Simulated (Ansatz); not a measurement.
**Question.** Name a neutral molecule of C, N, O, Zr and H with HOMO energy (PBE0/def2-TZVPP) between -6.25 and -5.95 eV and LUMO energy (PBE/def2-TZVPP) between -1.20 and -0.90 eV (Ansatz, PBE0-D4/def2-TZVP geometry).

**Answer.** `C[O][Zr]1234([CH3])([N](C)C)[C@H]5[C@@H]1[C@@H]2[C@@H]3[C@H]54` (-6.10 eV, -1.06 eV). Other molecules can fit too; these were computed, each in one conformer that needn't be the lowest.
